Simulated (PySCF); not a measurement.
C2H5O, charge -1, singlet, geometry from GFN2-xTB, with bond 5-1 at 3.0 times its length; PBE/STO-3G (PySCF).

PySCF was given this input:
```python
from pyscf import gto, scf, dft

mol = gto.M(
    atom='''
C    -0.013871    1.320489   -0.146855
O     0.004805    0.046585    0.605497
C     0.008858   -1.084735   -0.171908
H     0.869930    1.249540   -0.874278
H    -2.698171    1.056739   -2.282860
H     0.023019   -1.982658    0.473271
H    -0.886524   -1.151821   -0.828048
H     0.893847   -1.134836   -0.843484
''',
    basis='sto-3g',
    charge=-1,
    spin=0,
    verbose=4,
)

mf = dft.RKS(mol)
mf.xc = 'pbe'
mf.kernel()
mo_i, mo_e, stable_i, stable_e = mf.stability(internal=True, external=True, return_status=True, nroots=6, tol=1e-6)
print('internally stable:', stable_i, ' externally stable:', stable_e)
if not stable_e:
    umf = mf.to_uhf() if not hasattr(mf, 'xc') else mf.to_uks()
    umf.scf_summary = {}
    umf.kernel(umf.make_rdm1(mo_e, umf.mo_occ))
```

Output, abridged:

```
PySCF version 2.14.0

[INPUT] verbose = 4
[INPUT] num. atoms = 8
[INPUT] num. electrons = 26
[INPUT] charge = -1
[INPUT] spin (= nelec alpha-beta = 2S) = 0
[INPUT] symmetry False subgroup None
[INPUT] Mole.unit = angstrom
[INPUT] Symbol           X                Y                Z      unit          X                Y                Z       unit  Magmom
[...]
nuclear repulsion = 72.3594695882948
number of shells = 14
number of NR pGTOs = 60
number of NR cGTOs = 20
basis = sto-3g
ecp = {}

******** <class 'pyscf.dft.rks.RKS'> ********
method = RKS
initial guess = minao
damping factor = 0
level_shift factor = 0
DIIS = <class 'pyscf.scf.diis.CDIIS'>
diis_start_cycle = 1
diis_space = 8
diis_damp = 0
SCF conv_tol = 1e-09
SCF conv_tol_grad = None
SCF max_cycles = 50
direct_scf = True
direct_scf_tol = 1e-13
XC library pyscf.dft.libxc version 7.1.2
    S. Lehtola, C. Steigemann, M. J. T. Oliveira, and M. A. L. Marques,  SoftwareX 7, 1–5 (2018)
XC functionals = pbe
    J. P. Perdew, K. Burke, and M. Ernzerhof,  Phys. Rev. Lett. 77, 3865 (1996)
    J. P. Perdew, K. Burke, and M. Ernzerhof,  Phys. Rev. Lett. 78, 1396 (1997)
    J. P. Perdew, K. Burke, and M. Ernzerhof,  Phys. Rev. Lett. 77, 3865 (1996)
    J. P. Perdew, K. Burke, and M. Ernzerhof,  Phys. Rev. Lett. 78, 1396 (1997)
radial grids:
    Treutler-Ahlrichs [JCP 102, 346 (1995); DOI:10.1063/1.469408] (M4) radial grids

becke partition: Becke, JCP 88, 2547 (1988); DOI:10.1063/1.454033
pruning grids: <function nwchem_prune>
grids dens level: 3
symmetrized grids: False
atomic radii adjust function: <function treutler_atomic_radii_adjust>
small_rho_cutoff = 0
Set gradient conv threshold to 3.16228e-05
Initial guess from minao.
tot grids = 91360
init E= -152.014978638443
cycle= 1 E= -151.636007941337  delta_E= 0.379  |g|= 0.393  |ddm|= 3.36
cycle= 2 E= -150.680124509229  delta_E= 0.956  |g|= 0.869  |ddm|= 3.23
cycle= 3 E= -151.258888132463  delta_E= -0.579  |g|= 0.749  |ddm|= 1.44
cycle= 4 E= -151.645682172158  delta_E= -0.387  |g|= 0.365  |ddm|=  2.6
cycle= 5 E= -150.865275296129  delta_E= 0.78  |g|= 0.511  |ddm|= 2.97
cycle= 6 E= -151.68400099755  delta_E= -0.819  |g|= 0.252  |ddm|= 2.91
cycle= 7 E= -151.686879580407  delta_E= -0.00288  |g|= 0.249  |ddm|= 0.0422
cycle= 8 E= -151.7301768974  delta_E= -0.0433  |g|= 0.264  |ddm|= 0.449
cycle= 9 E= -151.690606277316  delta_E= 0.0396  |g|= 0.249  |ddm|= 0.339
cycle= 10 E= -150.882387343314  delta_E= 0.808  |g|= 0.52  |ddm|= 2.88
cycle= 11 E= -150.86264588132  delta_E= 0.0197  |g|= 0.508  |ddm|= 0.104
cycle= 12 E= -150.860667366802  delta_E= 0.00198  |g|= 0.51  |ddm|= 0.0114
cycle= 13 E= -150.860894448439  delta_E= -0.000227  |g|= 0.511  |ddm|= 0.00629
cycle= 14 E= -150.852150327055  delta_E= 0.00874  |g|= 0.515  |ddm|= 0.0443
cycle= 15 E= -151.653978676366  delta_E= -0.802  |g|= 0.245  |ddm|= 2.97
cycle= 16 E= -150.979347423812  delta_E= 0.675  |g|= 0.648  |ddm|= 2.89
cycle= 17 E= -150.862461897173  delta_E= 0.117  |g|= 0.504  |ddm|= 0.473
cycle= 18 E= -150.909806587927  delta_E= -0.0473  |g|= 0.533  |ddm|= 0.221
cycle= 19 E= -150.899913184545  delta_E= 0.00989  |g|= 0.522  |ddm|= 0.0458
cycle= 20 E= -150.90906636296  delta_E= -0.00915  |g|= 0.536  |ddm|= 0.0498
cycle= 21 E= -150.925819679821  delta_E= -0.0168  |g|= 0.563  |ddm|= 0.0731
cycle= 22 E= -151.663174102089  delta_E= -0.737  |g|= 0.251  |ddm|=  2.9
cycle= 23 E= -151.103490538171  delta_E= 0.56  |g|= 0.747  |ddm|= 2.74
cycle= 24 E= -151.648130205984  delta_E= -0.545  |g|= 0.268  |ddm|= 2.78
cycle= 25 E= -151.66870127148  delta_E= -0.0206  |g|= 0.246  |ddm|= 0.304
cycle= 26 E= -151.801839064428  delta_E= -0.133  |g|= 0.119  |ddm|= 1.12
cycle= 27 E= -151.704720705636  delta_E= 0.0971  |g|= 0.24  |ddm|= 0.862
cycle= 28 E= -151.08181718112  delta_E= 0.623  |g|= 0.755  |ddm|= 2.61
cycle= 29 E= -151.247427297154  delta_E= -0.166  |g|= 0.821  |ddm|= 0.352
cycle= 30 E= -151.000930889748  delta_E= 0.246  |g|= 0.684  |ddm|= 0.552
[...]
SCF not converged.
<class 'pyscf.dft.rks.RKS'> wavefunction has an internal instability
<class 'pyscf.dft.rks.RKS'> wavefunction has an real -> complex instability
<class 'pyscf.dft.rks.RKS'> wavefunction has an RHF/RKS -> UHF/UKS instability
internally stable: False  externally stable: False
[...]
symmetrized grids: False
atomic radii adjust function: <function treutler_atomic_radii_adjust>
small_rho_cutoff = 0
Set gradient conv threshold to 3.16228e-05
init E= -151.621685448584
cycle= 1 E= -151.489888451475  delta_E= 0.132  |g|= 0.437  |ddm|= 1.81
cycle= 2 E= -150.391388441937  delta_E=  1.1  |g|= 0.793  |ddm|= 2.55
cycle= 3 E= -151.755393284583  delta_E= -1.36  |g|= 0.183  |ddm|= 2.16
cycle= 4 E= -150.913726454312  delta_E= 0.842  |g|= 0.383  |ddm|= 1.87
cycle= 5 E= -151.641522363876  delta_E= -0.728  |g|= 0.19  |ddm|= 2.09
cycle= 6 E= -151.715656685394  delta_E= -0.0741  |g|= 0.177  |ddm|= 0.512
cycle= 7 E= -151.671960323051  delta_E= 0.0437  |g|= 0.172  |ddm|= 0.263
cycle= 8 E= -151.655044392831  delta_E= 0.0169  |g|= 0.177  |ddm|= 0.124
cycle= 9 E= -151.675711637752  delta_E= -0.0207  |g|= 0.174  |ddm|= 0.151
cycle= 10 E= -151.649539835878  delta_E= 0.0262  |g|= 0.183  |ddm|= 0.197
cycle= 11 E= -151.652334847163  delta_E= -0.0028  |g|= 0.179  |ddm|= 0.0972
cycle= 12 E= -151.664751401051  delta_E= -0.0124  |g|= 0.174  |ddm|= 0.15
cycle= 13 E= -150.732078034953  delta_E= 0.933  |g|= 0.495  |ddm|= 2.13
cycle= 14 E= -150.964536725853  delta_E= -0.232  |g|= 0.429  |ddm|= 0.571
cycle= 15 E= -151.694237394726  delta_E= -0.73  |g|= 0.179  |ddm|= 1.97
cycle= 16 E= -151.71740871574  delta_E= -0.0232  |g|= 0.184  |ddm|= 0.145
cycle= 17 E= -151.726804070901  delta_E= -0.0094  |g|= 0.183  |ddm|= 0.0556
cycle= 18 E= -151.663155262659  delta_E= 0.0636  |g|= 0.171  |ddm|= 0.408
cycle= 19 E= -151.680225083771  delta_E= -0.0171  |g|= 0.159  |ddm|= 0.261
cycle= 20 E= -151.717913207398  delta_E= -0.0377  |g|= 0.181  |ddm|= 0.356
cycle= 21 E= -151.668967087632  delta_E= 0.0489  |g|= 0.171  |ddm|= 0.323
cycle= 22 E= -151.694262456071  delta_E= -0.0253  |g|= 0.181  |ddm|= 0.28
cycle= 23 E= -150.832267923285  delta_E= 0.862  |g|= 0.378  |ddm|= 2.06
cycle= 24 E= -151.200794075002  delta_E= -0.369  |g|= 0.561  |ddm|= 0.748
cycle= 25 E= -151.767334095558  delta_E= -0.567  |g|= 0.154  |ddm|= 1.55
cycle= 26 E= -151.727466080407  delta_E= 0.0399  |g|= 0.173  |ddm|= 0.232
cycle= 27 E= -151.72776371567  delta_E= -0.000298  |g|= 0.172  |ddm|= 0.149
cycle= 28 E= -151.702704616978  delta_E= 0.0251  |g|= 0.161  |ddm|= 0.244
cycle= 29 E= -151.760169820933  delta_E= -0.0575  |g|= 0.155  |ddm|= 0.339
cycle= 30 E= -151.686616507452  delta_E= 0.0736  |g|= 0.158  |ddm|= 0.428
cycle= 31 E= -151.686696372983  delta_E= -7.99e-05  |g|= 0.16  |ddm|= 0.0557
cycle= 32 E= -151.696256096538  delta_E= -0.00956  |g|= 0.167  |ddm|= 0.0712
cycle= 33 E= -151.74640362226  delta_E= -0.0501  |g|= 0.16  |ddm|= 0.411
cycle= 34 E= -151.762359866954  delta_E= -0.016  |g|= 0.158  |ddm|= 1.27
cycle= 35 E= -151.757461885762  delta_E= 0.0049  |g|= 0.161  |ddm|= 0.192
cycle= 36 E= -151.780199886059  delta_E= -0.0227  |g|= 0.116  |ddm|= 0.207
cycle= 37 E= -151.782730369749  delta_E= -0.00253  |g|= 0.0964  |ddm|= 0.104
cycle= 38 E= -151.783941650917  delta_E= -0.00121  |g|= 0.085  |ddm|= 0.0524
cycle= 39 E= -151.785202980656  delta_E= -0.00126  |g|= 0.0758  |ddm|= 0.0297
cycle= 40 E= -151.792590807853  delta_E= -0.00739  |g|= 0.0393  |ddm|= 0.187
cycle= 41 E= -151.663661307151  delta_E= 0.129  |g|= 0.209  |ddm|= 1.43
cycle= 42 E= -151.67576978548  delta_E= -0.0121  |g|= 0.229  |ddm|= 0.136
cycle= 43 E= -151.688285279538  delta_E= -0.0125  |g|= 0.229  |ddm|= 0.0734
cycle= 44 E= -151.671392531053  delta_E= 0.0169  |g|= 0.208  |ddm|= 0.145
cycle= 45 E= -151.671293163337  delta_E= 9.94e-05  |g|= 0.209  |ddm|= 0.0209
cycle= 46 E= -151.669667147431  delta_E= 0.00163  |g|= 0.207  |ddm|= 0.0439
cycle= 47 E= -151.802346372809  delta_E= -0.133  |g|= 0.124  |ddm|= 0.708
cycle= 48 E= -151.709019604706  delta_E= 0.0933  |g|= 0.195  |ddm|= 0.538
cycle= 49 E= -151.809822740118  delta_E= -0.101  |g|= 0.0758  |ddm|= 1.12
cycle= 50 E= -151.823469959313  delta_E= -0.0136  |g|= 0.035  |ddm|= 0.225
SCF not converged.
SCF energy = -151.823469959313 after 50 cycles  <S^2> = 0.72076459  2S+1 = 1.9705477
```

The run did not converge; its last values are not results.
